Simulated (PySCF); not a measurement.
**Computed vibrations of Gd(NO3)3**

Gd(NO3)3 (singlet in the valence; each metal's 4f electrons, 7 of them, lie in its core potential, out of spins and levels). PySCF 2.14.0, RKS BP86, Gd lcecp-1-SVP with ECP53, O def2-SVP, N def2-SVP; non-relativistic Hamiltonian with scalar-relativistic core potentials where named; density fitting; no spin-orbit coupling. Central differences of gradients.

```xyz
13

Gd    0.0000    0.0000    0.0000
O     2.0918   -0.1703    1.0810
O     2.0918    0.1703   -1.0810
N     2.8088    0.0000    0.0000
O     4.0090    0.0000    0.0000
O    -0.8984    1.8967    1.0810
O    -1.1934    1.7264   -1.0810
N    -1.4044    2.4325    0.0000
O    -2.0045    3.4719    0.0000
O    -1.1934   -1.7264    1.0810
O    -0.8984   -1.8967   -1.0810
N    -1.4044   -2.4325    0.0000
O    -2.0045   -3.4719    0.0000
```

Run from Python with OMP_NUM_THREADS=4. Where DIIS fails, smearing, a level shift and second-order steps follow.
It took 2.7 min on 4 threads of Arm Neoverse V2, on a shared host.

(1) What are the harmonic wavenumbers and infrared intensities?

(2) Is this a minimum?

An lcecp potential fixes the number of 4f electrons, so in runs with it no electron can move into or out of that shell.

## Answers

(1) Modes are labelled in D3; negative numbers are unstable modes, those under 60 cm⁻¹ near the noise; a finer grid moves soft modes by up to 10 cm⁻¹.
```json
{"cm⁻¹": "30", "km/mol": "8.4", "symmetry": "a2"}
{"cm⁻¹": "38", "km/mol": "1.8", "symmetry": "e"}
{"cm⁻¹": "38", "km/mol": "1.8", "symmetry": "e"}
{"cm⁻¹": "72", "km/mol": "0.0", "symmetry": "a1"}
{"cm⁻¹": "72", "km/mol": "0.0", "symmetry": "e"}
{"cm⁻¹": "72", "km/mol": "0.0", "symmetry": "e"}
{"cm⁻¹": "117", "km/mol": "0.1", "symmetry": "a2"}
{"cm⁻¹": "146", "km/mol": "0.8", "symmetry": "e"}
{"cm⁻¹": "146", "km/mol": "0.8", "symmetry": "e"}
{"cm⁻¹": "230", "km/mol": "0.0", "symmetry": "a2"}
{"cm⁻¹": "245", "km/mol": "0.2", "symmetry": "e"}
{"cm⁻¹": "245", "km/mol": "0.2", "symmetry": "e"}
{"cm⁻¹": "247", "km/mol": "0.0", "symmetry": "a1"}
{"cm⁻¹": "290", "km/mol": "97.2", "symmetry": "e"}
{"cm⁻¹": "290", "km/mol": "97.2", "symmetry": "e"}
{"cm⁻¹": "684", "km/mol": "5.2", "symmetry": "a2"}
{"cm⁻¹": "686", "km/mol": "0.0", "symmetry": "e"}
{"cm⁻¹": "686", "km/mol": "0.0", "symmetry": "e"}
{"cm⁻¹": "740", "km/mol": "68.3", "symmetry": "e"}
{"cm⁻¹": "740", "km/mol": "68.3", "symmetry": "e"}
{"cm⁻¹": "750", "km/mol": "0.0", "symmetry": "a1"}
{"cm⁻¹": "784", "km/mol": "0.6", "symmetry": "a2"}
{"cm⁻¹": "786", "km/mol": "18.5", "symmetry": "e"}
{"cm⁻¹": "786", "km/mol": "18.5", "symmetry": "e"}
{"cm⁻¹": "993", "km/mol": "124.4", "symmetry": "e"}
{"cm⁻¹": "993", "km/mol": "124.4", "symmetry": "e"}
{"cm⁻¹": "997", "km/mol": "0.0", "symmetry": "a1"}
{"cm⁻¹": "1174", "km/mol": "10.5", "symmetry": "e"}
{"cm⁻¹": "1174", "km/mol": "10.5", "symmetry": "e"}
{"cm⁻¹": "1190", "km/mol": "755.6", "symmetry": "a2"}
{"cm⁻¹": "1662", "km/mol": "817.6", "symmetry": "e"}
{"cm⁻¹": "1662", "km/mol": "817.6", "symmetry": "e"}
{"cm⁻¹": "1680", "km/mol": "0.0", "symmetry": "a1"}
```

(2) Yes, within the noise of the softest modes. Ideal gas at 298.15 K and 1 bar: S = 530.3 J/(mol K), Cp = 187.5 J/(mol K), H − H(0 K) = 38.5 kJ/mol (rigid rotor, harmonic modes, spin degeneracy alone, that of the 4f electrons in the core included; the modes under 60 cm⁻¹ make these uncertain).
